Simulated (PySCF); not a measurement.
**Radial density of P⁺ (phosphorus, charge +1)**

UHF, [Ne] 3s2 3p2, high-spin 3P determinant. Calculation: PySCF 2.14, in pcseg-2 (5s4p2d1f, 34 functions); the non-relativistic Hamiltonian (point nucleus).

| r (bohr) | 4πr²ρ (e/bohr) | 4πr²(ρα − ρβ) |
| --- | --- | --- |
| 0.00223 | 0.1286 | 0.0000 |
| 0.00376 | 0.3467 | 0.0000 |
| 0.00632 | 0.9093 | 0.0001 |
| 0.0106 | 2.259 | 0.0002 |
| 0.0179 | 5.149 | 0.0005 |
| 0.0301 | 10.12 | 0.0015 |
| 0.0506 | 15.63 | 0.0061 |
| 0.0851 | 16.55 | 0.0265 |
| 0.143 | 11.82 | 0.0928 |
| 0.241 | 12.60 | 0.1981 |
| 0.405 | 15.79 | 0.1485 |
| 0.681 | 7.229 | 0.0025 |
| 1.15 | 2.196 | 0.5793 |
| 1.93 | 2.148 | 1.0480 |
| 3.24 | 0.4749 | 0.3054 |
| 5.45 | 0.01328 | 0.0104 |
| 9.17 | 1.121e-05 | 0.0000 |
